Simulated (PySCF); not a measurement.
## Substituent chemical shifts

Parent skeleton `[O:1]=[CH:2][CH:3]=[C:4]([F:5])[SiH3:6]`; one hydrogen on atom 6 is replaced by X. Hydrogens on one atom are averaged.

Non-relativistic Hamiltonian, a single conformation, no solvent model, one averaged value for each set of equivalent atoms. Coordinates at the GFN2-xTB level; σ from GIAO-PBE0/pcSseg-1; PySCF.

Shifts are taken against calculated references (same method and geometry level): H2O for 17O; 13C, 29Si, 1H against TMS; 19F against CFCl3.

Parent (X = H): O1 711.2, C2 189.8, C3 133.2, C4 192.6, F5 -90.5, Si6 -75.9, H(C2) 10.46, H(C3) 5.89, H(Si6) 4.32 ppm. Effects are Δδ = δ(X) − δ(H), positive for deshielding.

(1) Order these by the shift of C4, most shielded first.
A. X = CF3
B. X = CH2OCH3
C. X = COCH3
D. X = OiPr
E. X = OCHO
F. X = nPr

(2) Order these by the shift of F5, most shielded first.
A. X = CF3
B. X = CH2F
C. X = nPr
D. X = iPr
E. X = COCH3
F. X = CH2OCH3

(3) Order these by the shift of C2, most shielded first.
A. X = CH2F
B. X = OCHO
C. X = CF3
D. X = CH2OCH3

Results:

(1) A (-6.7 ppm), D (+1.0 ppm), F (+3.5 ppm), B (+6.6 ppm), E (+12.0 ppm), C (+20.5 ppm).

(2) A (-14.1 ppm), C (-3.8 ppm), D (+3.2 ppm), F (+26.2 ppm), E (+42.3 ppm), B (+46.7 ppm).

(3) C (-0.7 ppm), D (+5.9 ppm), A (+8.7 ppm), B (+11.0 ppm).

Unscaled 19F shifts against computed CFCl3 carry errors that often reach 10 to 50 ppm. Unscaled 17O shifts of doubly bonded oxygen tend to come out too high, by tens of ppm or more. Experimental scales use liquid or dissolved standards, which lie at an offset from isolated H2O (liquid H2O: subtract about 36 ppm).
